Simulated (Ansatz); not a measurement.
Species: H₁₂SbSi₅, SMILES `[SiH2]1[SiH2][SiH2][SbH2+][SiH2][SiH2]1` (charge 1, multiplicity 1).

Problem. Give a relaxed geometry from PBE0-D3(BJ)/def2-SVP in Ansatz (a program for electronic structure).

Solution. Several could match; the one computed here: the end point of this relaxation, one of several conformers (outside a Z-matrix the atoms follow the SMILES, hydrogens last).
Cartesian coordinates (Å) in one orientation:
```xyz
18

Si    -2.183    -0.044    -0.417
Si    -1.246     1.822     0.668
Si     0.863     2.223    -0.289
Sb     2.210     0.063     0.164
Si     1.009    -2.094    -0.605
Si    -1.117    -1.980     0.391
H     -1.929     0.072    -1.885
H     -3.645    -0.114    -0.131
H     -1.004     1.544     2.116
H     -2.046     3.067     0.485
H      0.877     2.264    -1.779
H      1.708     3.296     0.306
H      3.765     0.163    -0.479
H      2.511    -0.048     1.818
H      1.928    -3.182    -0.169
H      1.018    -1.917    -2.085
H     -0.887    -1.899     1.865
H     -1.832    -3.236     0.025
```
